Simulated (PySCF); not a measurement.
CH7Si2 (SMILES [SiH2]C[SiH3]), doublet, at a GFN2-xTB geometry. Base run: MP2/STO-3G (PySCF).

Here is a job for PySCF.
```python
from pyscf import gto, scf, mp

mol = gto.M(
    atom='''
Si    1.599887    0.347367    0.048489
C     0.098829   -0.730517   -0.378432
Si   -1.553069    0.009259    0.194946
H     2.874026   -0.305758   -0.245740
H     1.522582    1.684123   -0.530948
H     0.069946   -0.886209   -1.459556
H     0.225702   -1.717863    0.066588
H    -2.669198   -0.855250   -0.203237
H    -1.737174    1.327114   -0.417504
H    -1.534314    0.144190    1.652897
''',
    basis='sto-3g',
    charge=0,
    spin=1,
    verbose=4,
)

mf = scf.UHF(mol)
mf.kernel()

pt = mp.MP2(mf, frozen=11)
pt.kernel()
print('E(MP2) = %.10f' % pt.e_tot)
```

The base run was repeated with changes; each row names its change, and settings that it needs were set with it.

| change | basis functions | E (Eh) | MP2 correlation (Eh) | SCF-reference HOMO (eV) | SCF-reference dipole (D) | core-seconds (rough) |
|---|---|---|---|---|---|---|
| base | 30 | -612.77253 | -0.12621 | -6.06 | 0.42 | 0.6 |
| basis = pcseg-0 | 49 | -619.05080 | -0.19583 | -8.70 | 0.46 | 0.8 |
| basis = 6-31G | 49 | -619.81936 | -0.19134 | -8.50 | 0.64 | 0.9 |
| basis = 3-21G | 49 | -616.66068 | -0.19206 | -8.52 | 0.59 | 0.9 |
| basis = 6-31G* | 64 | -620.00279 | -0.27497 | -8.52 | 0.75 | 2 |
| basis = def2-SVP | 85 | -619.89046 | -0.33378 | -8.60 | 0.75 | 3 |
| basis = pc-1 | 85 | -620.06086 | -0.32585 | -8.58 | 0.60 | 4 |
| basis = cc-pVDZ | 85 | -620.10106 | -0.33707 | -8.57 | 0.77 | 3 |
| basis = cc-pV(D+d)Z | 95 | -620.11480 | -0.33671 | -8.58 | 0.77 | 6 |
| basis = 6-311G** | 112 | -620.13812 | -0.34866 | -8.56 | 0.66 | 7 |
| basis = 6-311++G** | 131 | -620.14075 | -0.35029 | -8.57 | 0.74 | 10 |
| basis = 6-311+G(2d,p) | 139 | -620.16263 | -0.36435 | -8.60 | 0.86 | 20 |
| basis = aug-pcseg-1 | 140 | -620.05431 | -0.33876 | -8.60 | 0.86 | 20 |

Totals compare only among sets that treat the same electrons; sets with core potentials leave the core out.

Open shells are given as the SCF converged; they aren't shown to be the lowest states, and a large step between rows can be another state.
